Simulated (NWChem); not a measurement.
# BH3Se2O; SMILES [SeH]B([SeH])O

```xyz
7

B      0.6827     0.0146     0.0000
O      2.0405     0.1355     0.0000
H      2.5162    -0.7132     0.0000
Se    -0.3233    -1.6833     0.0000
H      0.8765    -2.5649     0.0000
Se    -0.3085     1.7141     0.0000
H     -1.6466     1.0721     0.0000
```
Atoms are numbered in this order, from 1.

All runs: NWChem. Structure relaxed at the PBE-D3(BJ)/def2-SVP level. Ions are spin-unrestricted doublets at the neutral geometry; other ion states weren't tried.

For level PBE0/aug-cc-pVDZ:

```yaml
vertical ionisation energy, ΔSCF (eV): 8.96
"−ε(HOMO) (eV)": 6.99
```

Q: Estimate the same quantities for level PBE/aug-cc-pVDZ.

A: 
* **vertical ionisation energy, ΔSCF (eV)**: 8.70
* **−ε(HOMO) (eV)**: 5.88
